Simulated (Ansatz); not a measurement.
Ansatz results at the PBE0-D4/def2-TZVP geometry: size of the dipole moment (PBE/def2-TZVPP) 2.63 D; size of the dipole moment (B3LYP/def2-TZVPP) 2.65 D; HOMO energy (B3LYP/def2-TZVPP) -7.06 eV.

Each molecule was computed in one conformer, which needn't be the lowest.

Task: Which molecule gave them?
A. `N[SiH](F)[O][SnH3]`
B. `BC(=O)CCl`
C. `[NH2][AlH][GeH2][F]`
D. `[CH]1=N[SiH2][AlH]1`

Result: B. The others give `N[SiH](F)[O][SnH3]`: 2.68, 2.75, -7.56; `[NH2][AlH][GeH2][F]`: 2.11, 2.27, -7.49; `[CH]1=N[SiH2][AlH]1`: 1.70, 2.02, -6.07.

B3LYP here is the variant with VWN-RPA as its local correlation; programs differ in this.
